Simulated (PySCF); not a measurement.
Compound: C₄H₁₀GeO.
SMILES with atom numbers: `[CH3:1]/[CH:2]=[CH:3]\[CH2:4][O:5][GeH3:6]` (hydrogens: H7, H8, H9 on C1; H10 on C2; H11 on C3; H12, H13 on C4; H14, H15, H16 on Ge6)

Cartesian coordinates in Å at the PBE0-D3(BJ)/def2-SVP level; atoms count from 1:
```xyz
16
C4H10GeO angstrom
C     -2.823   -1.421   -0.173
C     -2.522    0.011   -0.472
C     -1.320    0.584   -0.602
C      0.017   -0.074   -0.493
O      0.885    0.770    0.222
Ge     2.558    0.239    0.536
H     -3.289   -1.915   -1.043
H     -3.544   -1.505    0.656
H     -1.928   -2.001    0.094
H     -3.398    0.657   -0.608
H     -1.266    1.655   -0.829
H     -0.071   -1.067   -0.010
H      0.410   -0.260   -1.517
H      3.288    0.034   -0.809
H      3.184    1.372    1.355
H      2.522   -1.091    1.320
```

Computed at PBE0/pcSseg-1 (PySCF, non-relativistic), with Q(17O) = −0.0256 b, Q(73Ge) = −0.196 b: O5, 17O (I = 5/2): χzz = -10.59 MHz, η = 0.761; Ge6, 73Ge (I = 9/2): χzz = -62.68 MHz, η = 0.070.

Where would the pure quadrupole (NQR) lines of 17O at O5 fall for the rigid, isolated species?

From the eigenvalues of H = χ/[4I(2I − 1)] × [3Iz² − I(I + 1) + η(Ix² − Iy²)], steps between neighbouring levels, labelled as for η = 0: ±1/2↔±3/2 2.377 MHz, ±3/2↔±5/2 2.912 MHz (oxygen bonded to C and Ge).

Find the zero-field quadrupole resonance frequencies of 73Ge at Ge6.

From the eigenvalues of H = χ/[4I(2I − 1)] × [3Iz² − I(I + 1) + η(Ix² − Iy²)], steps between neighbouring levels, labelled as for η = 0: ±1/2↔±3/2 2.723 MHz, ±3/2↔±5/2 5.191 MHz, ±5/2↔±7/2 7.827 MHz, ±7/2↔±9/2 10.44 MHz (germanium bonded to O and 3 H).

In a crystal, neighbours and librations shift these lines. The calculation is non-relativistic, for germanium too. A larger basis could move these couplings by a tenth or more.

The run behind these numbers computed NMR shieldings as well. Hardware: one thread of an Arm Neoverse V1, no GPU, on a shared host. Cost: 31 s of wall time.

One conformer stands for the species.
